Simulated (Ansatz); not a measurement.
Job for Ansatz (an electronic-structure program): R-PBE0/def2-TZVPPD on HI (SMILES I). Elements past Kr take the def2 small-core potentials; no spin–orbit coupling. Files ending in .json are basis or fitting sets from the Basis Set Exchange.

Ansatz 0.2 input:
```yaml
crystal:
  periodic: [false, false, false]
  atoms:
    - {symbol: I, position_ang: [-0.00626196, -1.13224974, 3.99969590]}
    - {symbol: H, position_ang: [0.24978014, -0.36853996, 2.55997316]}
basis:
  gaussian:
    orbitals: def2-TZVPPD.json
hamiltonian:
  xc: {name: PBE0}
scf: {lower_state_search: off}
```

The head of its log:

```
WARN ansatz: RAYON_NUM_THREADS=1 ignored (pool sized by the plan → 1); use --threads N
Functional definition: PBE0
these checks for a lower state are left out or cut short: stability, starts, cluster_reference, orbital_swaps, neighbouring_geometries, increment
integrals: 0.01 GiB planned
518 factors; their error is unknown
mean field: 0.16 GiB planned
mean field evaluation 1: about -8117.3470 eV, gradient 4.1e0 eV
mean field evaluation 2: about -8117.3802 eV, gradient 3.4e0 eV
```

Q: Predict the final total energy.

A: -298.3180 hartree.
